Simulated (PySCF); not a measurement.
# Spin states and ions at one geometry of [Pb(OH)3]+

PySCF 2.14.0, RKS r2SCAN, Pb def2-SVP with ECP60, O def2-SVP, H def2-SVP; non-relativistic Hamiltonian with scalar-relativistic core potentials where named; density fitting; no spin-orbit coupling; singlets restricted, open shells unrestricted. The geometry is relaxed for charge +1, singlet, vacuum:

```xyz
7

Pb    0.5753   -0.0179    0.0891
O    -0.3150    0.0281    1.9363
H    -1.2907    0.0467    1.8528
O    -0.2053   -0.0207   -1.8247
H    -1.1841   -0.0047   -1.8182
O     2.6114   -0.0466    0.1712
H     2.9814   -0.0732   -0.7355
```

Energies count from the relaxed state; an electron taken off or put on is at rest in vacuum. Charges and spins are Mulliken's.

Task: Order these states by energy, lowest first.
A. charge +1, singlet, vacuum
B. charge +2, doublet, vacuum
C. charge 0, doublet, vacuum
D. charge +1, triplet, vacuum

Result: C (-7.89 eV), A (0.00 eV), D (2.13 eV), B (16.81 eV).

Task: How do charge and spin on the first atom follow?

Result: 
```json
{"state": "charge +1, singlet, vacuum", "spin squared": "0.00", "charge on Pb1 (e)": "1.26", "spin on Pb1 (e)": "0.00", "dipole about the centre of mass (D)": "3.22"}
{"state": "charge +1, triplet, vacuum", "spin squared": "2.02", "charge on Pb1 (e)": "1.08", "spin on Pb1 (e)": "0.23", "dipole about the centre of mass (D)": "3.29"}
{"state": "charge +2, doublet, vacuum", "spin squared": "0.77", "charge on Pb1 (e)": "1.50", "spin on Pb1 (e)": "-0.08", "dipole about the centre of mass (D)": "3.07"}
{"state": "charge 0, doublet, vacuum", "spin squared": "0.76", "charge on Pb1 (e)": "0.84", "spin on Pb1 (e)": "0.29", "dipole about the centre of mass (D)": "2.75"}
```

With an electron taken off (doublet) the charges change, summed by element, by Pb +0.24 e, O +0.60 e, H +0.16 e. The vertical ionisation energy is 16.81 eV, against −ε(HOMO) = 13.57 eV of the relaxed state. The level lies 3.2 eV too high, as is usual for semilocal functionals and global hybrids, which keep a self-interaction error.

With an electron put on (doublet) the charges change, summed by element, by Pb -0.42 e, O -0.36 e, H -0.22 e. The vertical electron affinity is 7.89 eV, against −ε(LUMO) = 10.97 eV of the relaxed state.

Open shells may have lower solutions than those found. Hard to converge, so the more doubtful: charge +1, triplet, vacuum; charge +2, doublet, vacuum.

No frequency check is given that shows the relaxed geometry to be a minimum.
